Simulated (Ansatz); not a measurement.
Gas-phase electronic energies from Ansatz, PBE0-D4/def2-TZVP geometries. CBS: MP2 limit from def2 TZ/QZ plus the TZ coupled-cluster correction, frozen cores. This one scheme is used for every species. Functionals use def2-TZVPP. Each species was taken in one conformer, which may not be the lowest.

`[NH2][Al]([NH2])[OH]` + NH₃ → `[NH2][Al]([NH2])[NH2]` + H₂O  (ligand exchange at the Al–O bond)

`[NH2][Al]([NH2])[OH]`:

Cartesian coordinates in Å:
```
N -0.339 -0.868 1.438
Al 0.023 -0.215 -0.159
N 0.161 1.528 -0.428
O 0.229 -1.342 -1.412
H -0.489 -0.331 2.275
H -0.424 -1.852 1.631
H 0.048 2.230 0.283
H 0.363 1.963 -1.312
H 0.430 -1.113 -2.316
```

NH₃:

```xyz
4

N    -0.222    0.119   -0.127
H    -0.505   -0.481    0.638
H     0.318   -0.451   -0.767
H     0.409    0.812    0.257
```

`[NH2][Al]([NH2])[NH2]`:

Cartesian coordinates in Å:
```
N 0.616 -0.592 -1.551
Al 0.000 0.001 0.000
N -1.663 0.595 0.124
N 1.048 -0.003 1.428
H 1.468 -1.111 -1.673
H 0.164 -0.458 -2.440
H -2.034 1.113 0.902
H -2.376 0.464 -0.574
H 2.043 -0.145 1.412
H 0.735 0.137 2.373
```

H₂O:

Z-matrix (Å, degrees):
```
O
H 1 0.960
H 1 0.960 2 105.1
```

| species | revPBE energy (Eh) |
| --- | --- |
| `[NH2][Al]([NH2])[OH]` | -430.28145 |
| NH₃ | -56.56749 |
| `[NH2][Al]([NH2])[NH2]` | -410.38851 |
| H₂O | -76.44013 |

(1) Work out ΔE.

Largest T1 diagnostic among the species: 0.010.

Results:

(1) ΔE = (-410.38851) + (-76.44013) − (-430.28145) − (-56.56749) = 0.02030 Eh = +53.3 kJ/mol. CCSD(T)/CBS gives +50.7 kJ/mol.

Leaving LDA and LC-ωPBE aside and taking each functional with its dispersion term where it has one, the values, not all of them listed here, spread over 5.9 kJ/mol, from revPBE-D4 to B97M-V. In def2-TZVPP, CCSD(T) changes the Hartree–Fock value by −4.2 kJ/mol (the triples alone add −0.4 kJ/mol) and MP2 by −3.9 kJ/mol.
